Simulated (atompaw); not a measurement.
## u(r) = r·R(r): atom against pseudo-atom (zirconium (Zr))

Columns: radius, all-electron u(r) and pseudo u(r) of the 4d shell (level -9.98 eV) of zirconium in the configuration [Ar] 3d10 4s2 4p6 4d2 5s1 5p0; PBE, scalar-relativistic, PAW (atompaw) scheme, atompaw 4.2.0.5.

```json
{"r (bohr)": "0.087", "all-electron": "-0.0772", "pseudo": "0.0008"}
{"r (bohr)": "0.173", "all-electron": "-0.2309", "pseudo": "0.0064"}
{"r (bohr)": "0.260", "all-electron": "-0.3115", "pseudo": "0.0209"}
{"r (bohr)": "0.346", "all-electron": "-0.2951", "pseudo": "0.0471"}
{"r (bohr)": "0.433", "all-electron": "-0.2107", "pseudo": "0.0872"}
{"r (bohr)": "0.519", "all-electron": "-0.0927", "pseudo": "0.1398"}
{"r (bohr)": "0.606", "all-electron": "0.0381", "pseudo": "0.2046"}
{"r (bohr)": "0.692", "all-electron": "0.1647", "pseudo": "0.2769"}
{"r (bohr)": "0.779", "all-electron": "0.2821", "pseudo": "0.3541"}
{"r (bohr)": "0.865", "all-electron": "0.3841", "pseudo": "0.4301"}
{"r (bohr)": "0.952", "all-electron": "0.4718", "pseudo": "0.5023"}
{"r (bohr)": "1.038", "all-electron": "0.5429", "pseudo": "0.5652"}
{"r (bohr)": "1.125", "all-electron": "0.5999", "pseudo": "0.6180"}
{"r (bohr)": "1.212", "all-electron": "0.6432", "pseudo": "0.6585"}
{"r (bohr)": "1.298", "all-electron": "0.6741", "pseudo": "0.6866"}
{"r (bohr)": "1.385", "all-electron": "0.6950", "pseudo": "0.7040"}
{"r (bohr)": "1.471", "all-electron": "0.7070", "pseudo": "0.7124"}
{"r (bohr)": "1.558", "all-electron": "0.7118", "pseudo": "0.7142"}
{"r (bohr)": "1.644", "all-electron": "0.7107", "pseudo": "0.7112"}
{"r (bohr)": "1.731", "all-electron": "0.7047", "pseudo": "0.7047"}
{"r (bohr)": "1.817", "all-electron": "0.6949", "pseudo": "0.6949"}
{"r (bohr)": "1.904", "all-electron": "0.6820", "pseudo": "0.6820"}
{"r (bohr)": "1.990", "all-electron": "0.6669", "pseudo": "0.6669"}
{"r (bohr)": "2.077", "all-electron": "0.6498", "pseudo": "0.6498"}
{"r (bohr)": "2.163", "all-electron": "0.6316", "pseudo": "0.6316"}
{"r (bohr)": "2.250", "all-electron": "0.6122", "pseudo": "0.6122"}
```

(1) How many radial nodes do the two functions have?

(2) At about which radius was the pseudo-wave matched?

(3) Is the pseudo-wave norm-conserving?

Answers

(1) The all-electron 4d function has n − l − 1 = 1; the pseudo-wave has 0, since the states of the same l below it are removed with the core.

(2) 1.75 bohr, where the columns begin to agree (steps of 0.09 bohr).

(3) No, it belongs to a PAW set: the norm inside the radius is not constrained, and the difference is carried by the augmentation charge.
